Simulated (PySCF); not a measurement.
From one molecule to another.

First species: C5H8O2.
Atom-mapped SMILES: `[CH2:1]1[O:2][CH2:3][C:4]12[CH2:5][O:6][CH2:7]2` (hydrogens: H8, H9 on C1; H10, H11 on C3; H12, H13 on C5; H14, H15 on C7)

Second species: H₁₂OSi₅.
SMILES: `[SiH3]O[Si@@H]([SiH3])[SiH2][SiH3]`

Levels: PBE0/def2-SVPD for dipole moment, HOMO energy, LUMO energy, HOMO–LUMO gap, static isotropic polarisability and electronic spatial extent ⟨r²⟩ about the centre of nuclear charge; TDDFT PBE0/def2-SVPD for lowest singlet excitation; TDA PBE0/def2-SVPD for lowest triplet excitation (Tamm–Dancoff); GFN2-xTB for rotational constant A and rotational constant C. Geometries: GFN2-xTB. Each species is one conformer at its optimised geometry, gas phase, non-relativistic unless stated; the electronic structure was computed with PySCF and density fitting.

The conformers computed, where there is a choice (atom-mapped SMILES and torsion angles):
- `[SiH3:1][O:2][Si@@H:3]([SiH3:4])[SiH2:5][SiH3:6]`: Si1–O2–Si3–Si4 -46°, O2–Si3–Si5–Si6 31°

```tsv
property	column X	column Y
dipole moment	0.16 D	0.00 D
HOMO energy	-7.70 eV	-7.52 eV
LUMO energy	-1.24 eV	0.54 eV
HOMO–LUMO gap	6.46 eV	8.06 eV
lowest singlet excitation	5.35 eV	6.64 eV
lowest triplet excitation (Tamm–Dancoff)	4.66 eV	6.35 eV
static isotropic polarisability	149.4 au	61.9 au
electronic spatial extent ⟨r²⟩ about the centre of nuclear charge	2276 bohr²	697 bohr²
rotational constant A	1.330 GHz	6.340 GHz
rotational constant C	0.507 GHz	1.978 GHz
```

Task: Which column belongs to which species?

Result: Column X is the second species and column Y the first. The first has 15 atoms and 54 electrons, the second 18 and 90.

Task: How does each property change from the first species to the second?

Result: dipole moment +0.16 D; HOMO energy -0.18 eV; LUMO energy -1.78 eV; HOMO–LUMO gap -1.60 eV; lowest singlet excitation -1.29 eV; lowest triplet excitation (Tamm–Dancoff) -1.69 eV; static isotropic polarisability +87.5 au; electronic spatial extent ⟨r²⟩ about the centre of nuclear charge +1579 bohr²; rotational constant A -5.010 GHz; rotational constant C -1.471 GHz.

On the first: The principal polarisabilities are 61.3, 61.3 and 63.1 au; their mean is the isotropic value. The vertical singlet–triplet gap S1 − T1 is 0.29 eV (TDDFT singlet less Tamm–Dancoff triplet).

On the second: The 8 singlets span 5.35 to 6.98 eV, and their oscillator strengths add up to 0.54. The dipole equals about 0.5 × 10⁻³⁰ C·m (1 D = 3.33564 × 10⁻³⁰ C·m).
